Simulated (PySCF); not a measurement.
## Correlation energy of Gd(34+) (gadolinium, charge +34)

Starting occupation: [Ar] 3d10 4s2. Computed with PySCF 2.14 in an uncontracted even-tempered set (19 s from 1.5 bohr⁻², ratio 2.6; 15 p from 1.9 bohr⁻², ratio 2.6; 10 d from 1.9 bohr⁻², ratio 2.6; 6 f from 2 bohr⁻², ratio 2.8), with X2C-1e with screened-nucleus spin-orbit coupling, Gaussian nucleus. Frozen: [Ar]; 12 electrons correlated; the 94 highest virtual spinors left out.

MP2 pair energies summed by pair of shells (mhartree):

| pair | energy | share (%) |
| --- | --- | --- |
| 3d3/2-3d5/2 | -188.03 | 35.8 |
| 3d5/2-3d5/2 | -132.51 | 25.2 |
| 4s1/2-4s1/2 | -59.92 | 11.4 |
| 3d3/2-3d3/2 | -57.06 | 10.9 |
| 3d5/2-4s1/2 | -52.97 | 10.1 |
| 3d3/2-4s1/2 | -34.45 | 6.6 |

Total MP2 correlation energy: -524.94 mhartree.

The virtual space was cut to 68 spinors, which keep -503.78 of the -524.94 mhartree of MP2 correlation.

```
  level  correlation energy (mhartree)
   CCSD                        -503.30
    (T)                          -0.88
CCSD(T)                        -504.18
```

Diagnostics: T1 = 0.00022, largest double amplitude 0.066.

**Question.** Is a single reference adequate?

**Answer.** Yes: T1 lies below 0.03 and no double amplitude reaches 0.07.

The coupled-cluster values are those of the cut space; adding the MP2 remainder, -21.16 mhartree, estimates the full space.

At this charge the one-electron X2C treatment keeps the bare 1/r₁₂, with no two-electron picture change or Breit term. The effect here is smaller than on the frozen 1s shell.
